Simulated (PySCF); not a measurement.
Predicted microwave data (PBE0/pcSseg-1 in PySCF (dipole) on a GFN2-xTB geometry, gas phase) for one isomer of C2H10F3PSi3:

- Rotational constants: A = 1541, B = 364.1, C = 323.8 MHz
- Dipole components: |μa| = 2.35 D, |μb| = 0.61 D, |μc| = 0.08 D
- Inertial defect: -155.14 u·Å²
- κ: -0.93

Task: Which candidate fits, each taken in the one conformer that was computed?
A. `[F:1][C:2]([F:3])([F:4])[SiH2:5][CH2:6][SiH2:7][PH:8][SiH3:9]` with C2–Si5–C6–Si7 -57°, Si5–C6–Si7–P8 -165°, C6–Si7–P8–Si9 -172°
B. `[F:1][C:2]([F:3])([F:4])[CH2:5][SiH2:6][PH:7][SiH2:8][SiH3:9]` with C2–C5–Si6–P7 175°, C5–Si6–P7–Si8 171°, Si6–P7–Si8–Si9 74°
C. `[F:1][C:2]([F:3])([F:4])[CH2:5][SiH2:6][P:7]([SiH3:8])[SiH3:9]` with C2–C5–Si6–P7 -179°, C5–Si6–P7–Si8 -179°
D. `[F:1][SiH2:2][C:3]([F:4])([F:5])[CH2:6][SiH2:7][PH:8][SiH3:9]` with F1–Si2–C3–F4 -165°, Si2–C3–C6–Si7 179°, C3–C6–Si7–P8 172°, C6–Si7–P8–Si9 173°

Result: C. It is FC(F)(F)C[SiH2]P([SiH3])[SiH3], a near-prolate asymmetric top, point group C1. The candidates at the same level (rigid rotor, commonest isotopes):

```json
{"SMILES": "FC(F)(F)C[SiH2]P([SiH3])[SiH3]", "A (MHz)": "1541", "B (MHz)": "364.1", "C (MHz)": "323.8", "μa (D)": "2.35", "μb (D)": "0.61", "μc (D)": "0.08", "Δ (u·Å²)": "-155.14", "point group": "C1", "rotor": "near-prolate asymmetric top"}
{"SMILES": "F[SiH2]C(F)(F)C[SiH2]P[SiH3]", "A (MHz)": "2004", "B (MHz)": "295.3", "C (MHz)": "276.9", "μa (D)": "0.51", "μb (D)": "0.38", "μc (D)": "0.23", "Δ (u·Å²)": "-137.94", "point group": "C1", "rotor": "near-prolate asymmetric top"}
{"SMILES": "FC(F)(F)C[SiH2]P[SiH2][SiH3]", "A (MHz)": "1814", "B (MHz)": "293.4", "C (MHz)": "274.3", "μa (D)": "2.06", "μb (D)": "1.15", "μc (D)": "0.31", "Δ (u·Å²)": "-158.43", "point group": "C1", "rotor": "near-prolate asymmetric top"}
{"SMILES": "FC(F)(F)[SiH2]C[SiH2]P[SiH3]", "A (MHz)": "1877", "B (MHz)": "303.6", "C (MHz)": "281.6", "μa (D)": "1.03", "μb (D)": "1.55", "μc (D)": "0.10", "Δ (u·Å²)": "-139.38", "point group": "C1", "rotor": "near-prolate asymmetric top"}
```

`F[SiH2]C(F)(F)C[SiH2]P[SiH3]` has A 30 % too high; `FC(F)(F)[SiH2]C[SiH2]P[SiH3]` has A 22 % too high; `FC(F)(F)C[SiH2]P[SiH2][SiH3]` has B 19 % too low. No structure here is proved a minimum.
